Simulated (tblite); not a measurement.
C5H8F3NSi.
Atom-mapped SMILES: `[CH3:1][C:2]#[C:3][Si@@:4]([CH3:5])([NH2:6])[C:7]([F:8])([F:9])[F:10]` (hydrogens: H11, H12, H13 on C1; H14, H15, H16 on C5; H17, H18 on N6)

Computed geometry: GFN2-xTB, gas phase.

Q: Give the optimised bond lengths and angles.

A: 
```
                  bond  length (Å)
                 C1–C2       1.442
                 C2≡C3       1.207
                C3–Si4       1.847
                Si4–C5       1.890
                Si4–N6       1.717
                Si4–C7       1.951
  C7–F8, C7–F9, C7–F10       1.351
C1–H11, C1–H12, C1–H13       1.090
C5–H14, C5–H15, C5–H16       1.086
        N6–H17, N6–H18       1.007
```

Bonds in one row agree within 0.01 Å and their mean is given. A selection of angles:
```
     angle  degrees
 C2–C1–H11    110.0
H11–C1–H12    108.9
  C1–C2–C3    179.7
 C2–C3–Si4    179.2
 C3–Si4–C5    112.5
 C3–Si4–N6    118.8
 C3–Si4–C7    103.2
 C5–Si4–N6    110.7
 C5–Si4–C7    108.9
 N6–Si4–C7    101.3
Si4–C5–H14    110.7
H14–C5–H15    107.6
Si4–N6–H17    120.5
Si4–N6–H18    120.0
H17–N6–H18    110.7
 Si4–C7–F8    113.5
 Si4–C7–F9    112.3
  F8–C7–F9    105.5
```

Torsions: C3–Si4–C7–F8 173° (antiperiplanar).

The C–Si distances run from 1.847 Å (C3–Si4, drawn single) to 1.951 Å (Si4–C7, drawn single), a spread of 0.104 Å. Si4 (four-coordinate silicon) is distorted tetrahedral (angles from 101.3° to 118.8°). The 2 C–C bonds span 1.207 Å (C2≡C3, drawn triple) to 1.442 Å (C1–C2, drawn single), a spread of 0.235 Å. All 3 C–F bonds measure 1.350 to 1.353 Å. N6 (silicon-bound nitrogen) has angles 120.5°, 120.0° and 110.7°, sum 351.2°, 0.20 Å off the plane of its three neighbours.

Point group: C1 (no symmetry element, even within 0.4 Å). Its lowest GFN2-xTB frequency is 14 cm⁻¹, too small to tell a flat minimum from a shallow saddle. One conformer, not necessarily the lowest (C3–Si4–N6–H -75° and 70°).
